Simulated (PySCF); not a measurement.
Isomers of C6H12Ge, one conformer each; single-point electronic energies without zero-point terms and without any empirical dispersion term.

Computed with PySCF at wB97X-D/def2-SVPD, non-relativistic, each on one gas-phase PBE0-D3(BJ)/def2-SVP geometry that isn't relaxed in the solvent. The solvent is an IEF-PCM continuum (Bondi radii, 1.10 Å for H, scaled by 1.2). The model holds no explicit solvent molecules, cavitation or dispersion. Spin–orbit coupling is left out although an atom past zinc is present.

```csv
isomer,"relative energy, gas (kJ/mol)",dipole (D)
`C=C(C)[C@@H]1C[C@@H]1[GeH3]`,0.0,0.96
`C=C([CH2][GeH3])C1CC1`,1.5,0.59
`[C]([GeH3])#CCC(C)C`,10.5,1.13
```

Task: How do the relative energies look in cyclohexane (ε = 2.017)?

Result: 
```
                       isomer  relative energy, solvent (kJ/mol)  E(solvent) − E(gas) (kJ/mol)  dipole in solvent (D)
`C=C(C)[C@@H]1C[C@@H]1[GeH3]`                                0.0                          -3.1                   1.09
      `C=C([CH2][GeH3])C1CC1`                                1.0                          -3.6                   0.66
        `[C]([GeH3])#CCC(C)C`                                9.9                          -3.7                   1.29
```

The order is unchanged. Conformers: `[CH2:1]=[C:2]([CH3:3])[C@@H:4]1[CH2:5][C@@H:6]1[GeH3:7]` with C1–C2–C4–C5 -13°; `[CH2:1]=[C:2]([CH2:3][GeH3:4])[CH:5]1[CH2:6][CH2:7]1` with C1–C2–C3–Ge4 -112°, C1–C2–C5–C6 83°; `[CH3:1][CH:2]([CH3:3])[CH2:4][C:5]#[C:6][GeH3:7]` with C1–C2–C4–C5 63°. The gains span 0.6 kJ/mol, the gas-phase energies 10.5 kJ/mol.
